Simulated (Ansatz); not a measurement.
Species: GeCl, charge 0, doublet. GeCl (SMILES [Cl][Ge], doublet).
B3LYP-D3(BJ)/def2-TZVP minimum from Ansatz (a first-principles code):
```
Ge
Cl 1 2.1967
```
Charge 0, spin multiplicity 2.

Wanted: atomisation energy (electronic, to ground-state atoms), in kJ/mol. Radicals and triplets start from unrestricted determinants; spin-orbit coupling is neglected. Correlated methods leave the cores frozen (noble-gas shells, and filled d and f shells in the p block). No relativity. CBS(X,Y): correlation extrapolated as X^-3, Hartree-Fock from the larger set. A bracket is a step between two methods taken in the basis named. Double hybrids freeze cores in their MP2 part.

CCSD(T)/CBS(def2-TZVPP,def2-QZVPP) + [CCSDT(Q) - CCSD(T)]/def2-QZVPP + [CCSDTQ - CCSDT(Q)]/def2-SVP (Ansatz) gives 396.0 kJ/mol.

Question: How far off this value is PBE/def2-TZVPD (Ansatz), in which direction, and how far these levels: r2SCAN/def2-TZVPD, B3LYP/def2-TZVPD, PBE0/def2-TZVPD, wB97M-V/def2-TZVPD, B2PLYP/def2-TZVPD, CCSD(T)/CBS(def2-TZVPP,def2-QZVPP)?

Answer: PBE gives 417.8 kJ/mol, 21.8 kJ/mol above it. Differences of the others: r2SCAN/def2-TZVPD (Ansatz) 13.0; B3LYP/def2-TZVPD (Ansatz) -2.6; PBE0/def2-TZVPD (Ansatz) 4.2; wB97M-V/def2-TZVPD (Ansatz) 6.2; B2PLYP/def2-TZVPD (Ansatz) -3.6; CCSD(T)/CBS(def2-TZVPP,def2-QZVPP) (Ansatz) -0.4 kJ/mol.
